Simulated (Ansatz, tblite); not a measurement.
Removing an electron: MnN₃F₃H₉⁻ (relaxed from a model of mer-[MnF3(NH3)3]-, whose bonding it doesn't keep). The state is a sextet with charge -1. Geometry: B3LYP-D4/def2-SVPD. Ansatz, gas phase; energy differences of separate SCF runs; the oxidised species was run as a quintet alone.

```csv
atom,x (Å),y (Å),z (Å)
Mn1,-0.568,-0.087,-0.450
F2,0.027,1.806,-0.143
F3,0.898,-1.457,-0.260
F4,-2.449,-0.595,-1.023
N5,1.916,0.504,1.676
H6,1.883,-0.323,1.066
H7,2.890,0.769,1.794
H8,1.453,1.236,1.121
N9,-0.954,-0.334,1.836
H10,-1.143,-1.304,2.071
H11,-1.690,0.255,2.214
H12,-0.049,-0.059,2.231
N13,-0.476,-0.069,-2.818
H14,0.090,-0.799,-3.238
H15,-0.369,0.805,-3.322
H16,-1.459,-0.347,-2.757
```

The xTB rows come from tblite. In the sextet geometry the species has come apart into loosely held pieces. In the quintet geometry the species has come apart into loosely held pieces.

| level | −HOMO (eV) | vertical IE (eV) | −LUMO (eV) | HOMO–LUMO gap (eV) | remarks |
| --- | --- | --- | --- | --- | --- |
| GFN1-xTB | – | 7.91 | – | – | – |
| GFN2-xTB | – | 6.14 | – | – | – |
| PBE-D4/def2-TZVPD | -0.71 | 2.68 | -2.62 | 1.90 | HOMO above zero (-1 sextet) |
| r2SCAN-D4/def2-TZVPD | -0.29 | 3.05 | -3.24 | 2.96 | HOMO above zero (-1 sextet), spin-contaminated (⟨S²⟩ 6.15) (quintet) |
| PBE0-D4/def2-TZVPD | 1.48 | 3.61 | -3.27 | 4.75 | spin-contaminated (⟨S²⟩ 6.14) (quintet) |

  A HOMO above zero means that the electron is unbound at that level or that self-interaction error raises the level; the energy of removing that electron tells which. HOMO and LUMO are the levels of the spin that leaves or enters (xTB has no such levels and no spin-polarisation term). Other spin states of the ions may lie lower, which would lower the ionisation energy or raise the affinity. Raw xTB energy differences between charge states are shifted by several eV; the methods need an empirical correction for them.
